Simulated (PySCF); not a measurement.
# How methods differ on the interval between two levels of Tl³⁺

Tl³⁺ [Xe] 4f14 5d10 → Tl³⁺ [Xe] 4f14 5d9 6s1 [3D3, M_J = 3], as a difference of total energies. All numbers are calculated (PySCF 2.14, the two-component X2C-1e Hamiltonian, in x2c-SVPall-2c with one added diffuse shell each of s, p type (8s12p7d2f, 93 functions)). Correlated levels: [Kr] 4d10 4f14 frozen; the 22 highest virtual spinors dropped. "Screened" scales the spin-orbit matrix elements by Boettger's factors to mimic the two-electron term; Breit and QED terms are absent.

```
                    method  interval between two levels (cm⁻¹)
           GHF (spin-free)                               87774
          GMP2 (spin-free)                               84200
 GHF (screened spin-orbit)                               80169
GMP2 (screened spin-orbit)                               76258
```

The labels give the starting determinants; with spin-orbit coupling the two ends relaxed to ⟨J²⟩ = 0.00, ⟨L²⟩ = 0.18, ⟨S²⟩ = 0.18 and ⟨J²⟩ = 12.00, ⟨L²⟩ = 6.18, ⟨S²⟩ = 2.18.
